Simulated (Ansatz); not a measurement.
Consider the formal hydrolysis of a B–C bond: `OB/C=N/CS` + H₂O → `OBO` + `C=NCS`.

Computed with Ansatz on PBE0-D4/def2-TZVP structures; ΔE is electronic, products minus reactants. CCSD(T)/CBS adds triple-zeta CCSD(T) − MP2 to the extrapolated MP2 energy (def2 sets, frozen cores). This one scheme is used for every species. DFT in def2-TZVPP. Each species was taken in one conformer, which may not be the lowest.

CCSD(T)/CBS gives -121.4 kJ/mol.

(1) Another level gave -125.2 kJ/mol. Which?
A. MP2/def2-TZVPP
B. r2SCAN/def2-TZVPP
C. HF/def2-TZVPP
D. PBE-D4/def2-TZVPP

Largest T1 diagnostic among the species: 0.013.

Answers

(1) A. MP2/def2-TZVPP -125.2, r2SCAN -129.3, HF/def2-TZVPP -140.1, PBE-D4 -120.5 kJ/mol.

The D4 term adds +4.0 kJ/mol with B3LYP and +2.5 kJ/mol with PBE0; it sums over pairs of atoms, weighted by their polarisabilities, and B3LYP, whose exchange is more repulsive, gets the larger term. In def2-TZVPP, CCSD(T) changes the Hartree–Fock value by +15.0 kJ/mol (the triples alone add +2.3 kJ/mol) and MP2 by +14.9 kJ/mol.

B3LYP here is the variant with VWN-RPA as its local correlation; programs differ in this.
